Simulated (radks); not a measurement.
Q: All-electron atom: Zr in [Kr] 4d2 5s2. Method: scalar-relativistic Kohn-Sham, SCAN, spin-polarised, spherical densities, finite nucleus; open shells are filled with parallel spins first (spin-orbit coupling, left out, can overturn this in heavy ions); meta-GGA in the generalised Kohn-Sham scheme; Fermi nuclear charge, rms radius 4.2694 fm; computed with a radial shooting solver on a logarithmic mesh with Libxc functionals. Some entries of the table are withheld. Estimate them.

| orbital | occ. | eigenvalue (hartree) | <r> (bohr) |
|---|---|---|---|
| 1s down | 1 | -656.5627 | 0.03707 |
| 1s up | 1 | -656.5625 | 0.03707 |
| 2s up | 1 | -91.43992 | 0.1625 |
| 2s down | 1 | -91.43327 | 0.1625 |
| 2p up | 3 | -81.43255 | 0.1417 |
| 2p down | 3 | -81.42766 | 0.1417 |
| 3s up | 1 | -15.18193 | 0.4572 |
| 3s down | 1 | -15.17900 | 0.4573 |
| 3p up | 3 | -11.88661 | 0.4614 |
| 3p down | 3 | -11.88304 | 0.4614 |
| 3d up | 5 | -6.50989 | 0.4525 |
| 3d down | 5 | -6.50344 | 0.4525 |
| 4s up | 1 | -2.08510 | 1.219 |
| 4s down | 1 | -2.04416 | 1.212 |
| 4p up | 3 | -1.25180 | 1.376 |
| 4p down | 3 | -1.20115 | 1.362 |
| 5s up | 1 | (1) | 3.593 |
| 4d up | 2 | -0.15515 | 2.262 |
| 5s down | 1 | (2) | 3.952 |

A: 
(1) 5s up eigenvalue (hartree): -0.18123
(2) 5s down eigenvalue (hartree): -0.15196
